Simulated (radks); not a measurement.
Results of a calculation; reference values are marked as such.
Problem. Radial electron density D(r) = 4 pi r^2 rho(r) of an atom or ion with 36 electrons. Level of theory: non-relativistic Kohn-Sham, r2SCAN, spin-polarised, spherical densities, point nucleus; meta-GGA in the generalised Kohn-Sham scheme (a radial shooting solver on a logarithmic mesh with Libxc functionals).

```
   r/bohr * D(r) (the largest magnitude, 52.2, reaches the edge; | marks zero)
 0.007267 |            *
 0.009849 |                   *
  0.01324 |                            *
  0.01795 |                                     *
  0.02413 |                                            *
   0.0327 |                                             *
  0.04396 |                                          *
  0.05958 |                                      *
  0.08011 |                                         *
   0.1086 |                                                    *
    0.146 |                                                      *
   0.1978 |                                         *
    0.266 |                               *
   0.3605 |                                   *
   0.4846 |                                     *
   0.6568 |                       *
    0.883 |         *
    1.197 |     *
    1.609 |    *
    2.181 |  *
    2.932 |*
    3.973 *
    5.342 *
     7.24 *
    9.734 *
    13.19 *
```

What is the nuclear charge?

Solution. Z = 36. The innermost maximum, from 1s, lies near 1/Z = 0.0278 bohr (found: 0.0302), and its height grows with Z. The density is that of neutral krypton in [Ar] 3d10 4s2 4p5 5s1; the configuration itself is not fixed sharply by these data, and Z only to about a unit. D(r) has 3 maxima, at r = 0.0302, 0.133, 0.433 bohr, and minima at 0.0615, 0.277 bohr, inside which lie 2.07, 11.06 electrons.
